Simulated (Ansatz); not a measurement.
Compare A (`Cc1ccccc1C`) with its isomer B (`C=CC1=C(C=C)CC1`).

Computed with Ansatz on PBE0-D4/def2-TZVP structures; ΔE is electronic, products minus reactants. CBS: MP2 limit from def2 TZ/QZ plus the TZ coupled-cluster correction, frozen cores. DFT in def2-TZVPP. Each species was taken in one conformer, which may not be the lowest.

(1) Which isomer does CCSD(T)/CBS put lower? Give the gap. (Estimate.)

(2) Give E(B) − E(A) in kJ/mol with MP2/def2-TZVPP, HF/def2-TZVPP, LDA (SPW92), PBE0-D4, CCSD(T)/def2-TZVPP, B2PLYP, CCSD(T)/def2-SVP. (Best estimate.)

Largest T1 diagnostic: 0.011.

Answers

(1) Computed: A, by 244.0 kJ/mol.

(2) Ansatz gave: MP2/def2-TZVPP 268.6, HF/def2-TZVPP 241.4, LDA (SPW92) 260.7, PBE0-D4 252.7, CCSD(T)/def2-TZVPP 242.5, B2PLYP 249.7, CCSD(T)/def2-SVP 246.4. None reverses the order clearly.

From BLYP to BHLYP (50 % exact exchange), in def2-TZVPP and without D4, E(B) − E(A) moves by +25.1 kJ/mol. The D4 term adds +7.8 kJ/mol with B3LYP and +3.9 kJ/mol with PBE0; it sums over pairs of atoms, weighted by their polarisabilities, and B3LYP, whose exchange is more repulsive, gets the larger term.

B3LYP here is the variant with VWN-RPA as its local correlation; programs differ in this.
